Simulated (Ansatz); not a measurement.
SbH₄F, closed shell: a pair in one relaxed arrangement.

in.yaml

```yaml
crystal:
  periodic: [false, false, false]
  atoms:
    - {symbol: F, position_ang: [-0.215457, 0.032272, -2.262728]}
    - {symbol: H, position_ang: [-0.210868, 0.243044, -1.360988]}
    - {symbol: Sb, position_ang: [0.128668, 0.143614, 1.601388]}
    - {symbol: H, position_ang: [-0.380912, 1.129405, 0.291241]}
    - {symbol: H, position_ang: [-0.806768, -1.161116, 1.020309]}
    - {symbol: H, position_ang: [1.485436, -0.387219, 0.710879]}
basis:
  gaussian: {orbitals: "def2-TZVPPD.json"}
hamiltonian: {xc: {name: wB97M-V}}
```

The basis file named in the input lies beside it (Basis Set Exchange, JSON).

Launched with

```bash
ansatz run in.yaml --threads 2 --pin off --events-out ev --progress --plain --max-ram 5222MiB
```

What Ansatz 0.2.0 printed:

```
Functional definition: wB97M-V
  name "wB97M-V"
  cite "Mardirossian & Head-Gordon, J. Chem. Phys. 144, 214110 (2016) doi:10.1063/1.4952647"
  cite "Becke, J. Chem. Phys. 107, 8554 (1997) doi:10.1063/1.475007"
  cite "Vydrov & Van Voorhis, J. Chem. Phys. 133, 244103 (2010) doi:10.1063/1.3521275"
  # Of w^i u^j: cxij and so on, Table III.
  parameter omega = 0.3/bohr
  parameter cx = 0.15
  parameter cx01 = 1.007
  parameter cx10 = 0.259
  parameter css00 = 0.443
  parameter css04 = -1.437
  parameter css10 = -4.535
  parameter css20 = -3.390
  parameter css43 = 4.278
  parameter cos00 = 1.000
  parameter cos10 = 1.358
  parameter cos20 = 2.924
  parameter cos21 = -8.812
  parameter cos60 = -1.390
  parameter cos61 = 9.142
  parameter b = 6.0
  parameter c = 0.01
  gx(w, u) = 1 - cx + cx01*u + cx10*w
  gss(w, u) = css00 + css04*u^4 + css10*w + css20*w^2 + css43*w^4*u^3
  gos(w, u) = cos00 + cos10*w + (cos20 + cos21*u)*w^2 + (cos60 + cos61*u)*w^6
  exchange = spin_sum(e_x_unif_sr(omega)*gx(b97_w, b97_u_x)) + cx*exact_x_sr(omega) + exact_x_lr(omega)
  correlation = spin_sum(e_c_pw_mod_same_spin*gss(b97_w, b97_u_same))
      + integral(e_c_pw_mod_opposite_spin*gos(b97_w_opposite, b97_u_opposite)) + vv10(b, c)
896 factors; their error is unknown
265 factors; integrals over basis functions are off by at most 3.5e-5 eV
mean field evaluation 1: about -9316.6731 eV, gradient 3.1e1 eV
mean field evaluation 2: about -9316.6670 eV, gradient 3.6e1 eV
mean field evaluation 4: about -9318.2147 eV, gradient 5.2e-1 eV
mean field evaluation 8: about -9318.3183 eV, gradient 4.6e-1 eV
mean field evaluation 16: about -9318.3186 eV, gradient 1.4e-5 eV
mean field -9318.31856873 eV, -342.4418912177 hartree, gradient 1.4e-5 eV, S^2 0.000000; 0 other end points of the search recorded, 0 dependent functions left out
reference -9318.31862784 eV, -342.4418933899 hartree; 18, 18 occupied and 146, 146 virtual orbitals, 896 factors
Total energy: -9318.31862784 eV, -342.4418933899 hartree
```

Hardware: 2 CPU threads, shared host. Wall time about 5.5 s.
